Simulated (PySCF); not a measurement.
How the method changes the constants of MgTl⁺

State: ¹Σ⁺ (singlet), closed shell. Set-up: basis Mg aug-cc-pVDZ, Tl aug-cc-pVDZ-PP with ECP60; scalar-relativistic core potentials; PySCF 2.14. De refers to Mg + Tl⁺ in their ground configurations, without counterpoise correction. A positive dipole points towards Tl; it is taken about the centre of mass and depends on that origin.

```csv
Level,Re (Å),ωe (cm⁻¹),De (eV),μ (D)
RHF-MP2,3.362,120,n/a,n/a
RHF-SCS-MP2,3.413,113,n/a,n/a
RHF-CCSD,3.392,115,n/a,n/a
RHF-CCSD(T),3.371,118,n/a,n/a
PBE,3.340,122,n/a,-5.15
PBEsol,3.280,130,n/a,-5.32
r²SCAN,3.315,126,n/a,-5.33
TPSSh,3.358,119,n/a,-5.19
PBE0,3.334,125,n/a,-5.13
M06-2X,3.413,112,n/a,-4.21
ωB97X,3.345,126,n/a,-4.96
```

Problem. What does a quarter of exact exchange do here, going from PBE to PBE0?

Solution. PBE0 less PBE: -0.6 pm in Re, +2.5 % in ωe. Exact exchange removes part of the self-interaction that spreads semilocal densities, and in most molecules shortens and stiffens the bond and lowers De; so it does here.

Problem. What does the step from GGA to meta-GGA do here, going from PBE to r²SCAN?

Solution. r²SCAN less PBE: -2.5 pm in Re, +3.3 % in ωe. 

Problem. What does the triples do here, going from RHF-CCSD to RHF-CCSD(T)?

Solution. RHF-CCSD(T) less RHF-CCSD: -2.1 pm in Re, +2.6 % in ωe. Correlation nearly always deepens the well. The bond shortens, as in weak, metallic or heavy-atom bonds, where dispersion and the correlation of outer-core electrons pull the atoms together.

Correlated steps freeze 5 core orbitals. Closed-shell solutions of metal pairs were not tested for spin polarisation, which can lower them a little. Spin–orbit coupling is left out.
